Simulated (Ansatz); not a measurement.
`[OH][Ga]([F])[Cl]` → F• + `[OH][Ga][Cl]`• at 400 K and 1 bar (homolysis of the F–Ga bond).

Calculated with Ansatz (gas phase, PBE0-D4/def2-TZVP geometries, no zero-point term in ΔE). CCSD(T)/CBS is the MP2 limit (def2-TZVPP, def2-QZVPP) plus CCSD(T) − MP2 in def2-TZVPP, frozen cores. This one scheme is used for every species, atoms too. Open shells (•) are unrestricted, without spin–orbit coupling. Spin–orbit coupling would lower the free atoms: a little for F. Bonds to Ga are less sure, by a few kJ/mol each and by 10 to 20 or more in all where they break to atoms, as the def2 sets lack core-valence functions. Scalar relativity is left out up to krypton. Each species was taken in one conformer, which may not be the lowest.

```tsv
species	CCSD(T)/CBS energy (Eh)	H − E (kJ/mol)	S (J/(mol·K))
`[OH][Ga]([F])[Cl]`	-2559.41427	70.3	348.1
F•	-99.66871	8.3	166.6
`[OH][Ga][Cl]`•	-2459.53795	57.4	322.1
```

H − E and S are ideal-gas, rigid-rotor, harmonic terms from PBE0-D4/def2-TZVP, for one conformer and one mirror image of each species, with the whole ground term of open shells counted as degenerate. 1 Eh = 2625.50 kJ/mol, R = 8.31446 J/(mol·K).

Question: By hand: ΔE, ΔH, ΔS and ΔG.

Answer: ΔE = (-99.66871) + (-2459.53795) − (-2559.41427) = 0.20761 Eh = 545.1 kJ/mol. Δ(H − E) = 8.3 + 57.4 − 70.3 = -4.6, so ΔH = 540.5 kJ/mol. ΔS = 166.6 + 322.1 − 348.1 = 140.6 J/(mol·K). ΔG = 540.5 − 400 × (140.6)/1000 = 484.3 kJ/mol.

Question: By hand: the equilibrium constant, and the temperature at which ΔG would vanish if ΔH and ΔS stayed fixed.

Answer: log₁₀ K = −ΔG/(RT ln 10) = -63.2. ΔG = 0 at ΔH/ΔS = 3844 K, far beyond where these terms or the molecules hold.

The number of gas molecules changes by +1, which sets the sign of ΔS. A doubt of 5 kJ/mol in ΔE shifts log₁₀ K by 0.7 here. Other conformers and mirror images would add mixing entropy, several J/(mol·K) or more a flexible species. These are equilibria of isolated gas molecules and say nothing of rates. Largest T1 diagnostic: 0.015 (customary marks: 0.02 for closed shells, 0.045 for open ones).
